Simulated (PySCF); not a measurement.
**CH3BCl2S: core ionisation energies**

BCl2(SMe), CH₃BCl₂S.
Z-matrix (Å and degrees, PBE0-D3(BJ)/def2-SVP geometry), rows numbered from 1:
```
B 
Cl  1  1.7554
Cl  1  1.7535  2  119.63
S   1  1.7819  2  122.89  3   179.91
C   4  1.8142  1  104.04  2    -0.02
H   5  1.0975  4  110.83  1   -59.22
H   5  1.0975  4  106.53  1  -178.27
H   5  1.0976  4  110.79  1    62.71
```

Method: delta-SCF UKS SCAN, pcX-2 on the ionised atom, pcseg-1 elsewhere, spin-free X2C (PySCF 2.14.0). Vertical ΔSCF values, vacuum level as zero.

List the computed XPS lines with their assignment.

| atom(s) | environment | level | binding energy (eV) | 2p1/2 (eV) | count |
| --- | --- | --- | --- | --- | --- |
| B1 | boron bonded to 2 Cl and S | B 1s | 198.30 | – | 1 |
| Cl2/Cl3 | chlorine bonded to B | Cl 2p3/2 | 206.54 | 208.19 | 2 |
| Cl2/Cl3 | chlorine bonded to B | Cl 1s | 2829.14 | – | 2 |
| S4 | sulfur bonded to B and C | S 1s | 2477.62 | – | 1 |
| C5 | carbon bonded to S and 3 H | C 1s | 291.83 | – | 1 |

Which photon wavelength matches the Cl 1s of Cl2 (atom 2)/Cl3 threshold?

λ = hc/E = 12398.42 eV Å / 2829.14 eV = 4.382 Å.

Which photon energy gives electrons from Cl 1s of Cl2/Cl3 a kinetic energy of 20 eV, and what is their de Broglie wavelength?

hν = 2829.14 + 20 = 2849.14 eV, recoil neglected; λ = 12.264 Å/√(E/eV) = 2.74 Å.

Topologically equivalent atoms share the value of their first member; where this conformer doesn't relate them by symmetry, their own values could differ. Not every level is listed. Spin–orbit and ligand-field terms were added within each 2p shell after the spin-free SCF. 2p1/2 minus 2p3/2 (ligand field included): Cl 1.65 eV. The structure is a single PBE0-D3(BJ)/def2-SVP conformer in the gas phase; no vibrational or solvent corrections.
